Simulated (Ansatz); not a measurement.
BBr2F (`FB(Br)Br`). Total charge 0; spin multiplicity 1.

Q: What are the harmonic wavenumbers in cm⁻¹ at PBE0-D4/def2-TZVP (Ansatz, finite differences of forces, unscaled)? (Best estimate.)

A: Computed: 169, 303, 423, 473, 878, 1336.

Q: Is this a minimum?

A: Yes, all 6 modes are real.

Q: Give the ideal-gas thermochemistry at 298.15 K and 1 bar (rigid rotor, harmonic oscillator; point group C2v, symmetry number 2).

A: Zero-point energy 21.4 kJ/mol; H(298) − E = 35.6 kJ/mol; entropy 310.7 J/(mol·K), of which translation 174.3, rotation 112.8, vibration 23.6; G(298) − E = -57.0 kJ/mol.

Q: And at 400, 500, 600, 800 and 1000 K?

A: 
```tsv
T (K)	H − E (kJ/mol)	S (J/mol/K)	G − E (kJ/mol)
400	42.3	329.8	-89.7
500	49.2	345.3	-123.4
600	56.5	358.6	-158.6
800	71.7	380.4	-232.6
1000	87.4	397.9	-310.5
```
